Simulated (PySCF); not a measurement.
**Shapes and spin states of CoO₂⁺**

All numbers come from PBE0 in PySCF with Co def2-TZVP, O def2-TZVP; no relativity; density-fitted integrals.

Relaxations began from a few typed shapes and spin states; open shells are unrestricted. The search is not exhaustive: other isomers or separated fragments can lie lower, and high-lying points may rest on an excited occupation.

| spin | group | bonds | angles | imaginary modes (cm⁻¹) | ΔE (kJ/mol) | ΔE with ZPE (kJ/mol) |
| --- | --- | --- | --- | --- | --- | --- |
| quintet | C2v | Co–O 1.974 Å (×2), O–O 1.257 Å | Co–O–O 71.4° (×2), O–Co–O 37.1° | none | 0.0 | 0.0 |
| broken-symmetry Ms = 1 (⟨S²⟩ 3.76) | C∞v | Co–O 1.631 Å, Co–O 1.852 Å | O–Co–O 180.0° | none | 202.2 | 197.8 |
| broken-symmetry Ms = 1 (⟨S²⟩ 3.34) | Cs | Co–O 1.593 Å, Co–O 1.733 Å | O–Co–O 117.3° | none | 208.5 | 204.4 |
| singlet | C2v | Co–O 1.725 Å (×2), O–O 1.257 Å | Co–O–O 68.6° (×2), O–Co–O 42.7° | 195i | 209.8 | – |
| singlet | C2v | Co–O 1.722 Å (×2), O–O 1.254 Å | Co–O–O 68.6° (×2), O–Co–O 42.7° | 493i | 210.2 | – |
| broken-symmetry Ms = 0 (⟨S²⟩ 1.88) | C2v | Co–O 1.592 Å (×2) | O–Co–O 117.7° | none | 257.4 | 254.1 |
| broken-symmetry Ms = 0 (⟨S²⟩ 2.01) | C2v | Co–O 1.607 Å (×2) | O–Co–O 107.9° | none | 262.0 | 258.6 |
| singlet (closed shell, unstable to spin polarisation) | C2v | Co–O 1.507 Å (×2) | O–Co–O 146.9° | none | 319.6 | 322.0 |

The lowest minimum found is the quintet C2v: Co–O 1.974 Å (×2), O–O 1.257 Å; Co–O–O 71.4° (×2), O–Co–O 37.1°.

For the lowest minimum: with open d or f shells other occupations or spin states may lie lower.

The electron or spin density has lower symmetry than the nuclear frame for the singlet C2v at 209.8 kJ/mol, broken-symmetry Ms = 0 (⟨S²⟩ 1.88) C2v at 257.4 kJ/mol, broken-symmetry Ms = 0 (⟨S²⟩ 2.01) C2v at 262.0 kJ/mol.
